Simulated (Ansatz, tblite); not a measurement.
Cost and result up the ladder for Ga₃H₆⁺ (9 atoms). Total charge 1; singlet. Geometry: PBE0-D4/def2-SVP.

| atom | x (Å) | y (Å) | z (Å) |
| --- | --- | --- | --- |
| Ga1 | -0.294 | -0.766 | 1.258 |
| Ga2 | -0.087 | 1.345 | -0.240 |
| Ga3 | 0.467 | -1.513 | -0.939 |
| H4 | -0.191 | 2.860 | -0.485 |
| H5 | 0.946 | -2.226 | -2.231 |
| H6 | -1.381 | 0.365 | 0.345 |
| H7 | -0.713 | -0.972 | 2.723 |
| H8 | 0.407 | 0.280 | -1.452 |
| H9 | 0.846 | 0.627 | 1.022 |

Ansatz on 4 threads of Arm Neoverse V1 on a shared host; xTB runs through tblite on one thread. Times are rough, summed over both states, and most runs start from the orbitals of an earlier one. PBE0-D4/def2-TZVP serves as the yardstick here, not as an exact answer. The other state is a triplet.

The xTB rows come from tblite. The structure comes from a short search, and lower isomers may exist.

xTB has no spin-polarisation term.

| level | functions | vertical triplet (eV) | difference from PBE0-D4/def2-TZVP (eV) |
| --- | --- | --- | --- |
| PBE0-D4/def2-TZVP | 180 | 3.65 | 0.00 |
| GFN1-xTB | 39 | 4.39 | 0.74 |
| r2SCAN-D4/def2-TZVP | 180 | 3.48 | -0.17 |
| PBE-D4/def2-TZVP | 180 | 3.52 | -0.13 |
| GFN2-xTB | 33 | 3.48 | -0.17 |

Q: Estimate how long each takes.

A: GFN2-xTB 0.008 s; GFN1-xTB 0.013 s; PBE-D4/def2-TZVP 6.5 s; PBE0-D4/def2-TZVP 12 s; r2SCAN-D4/def2-TZVP 17 s. On shared hardware such times vary by a factor of up to 3.
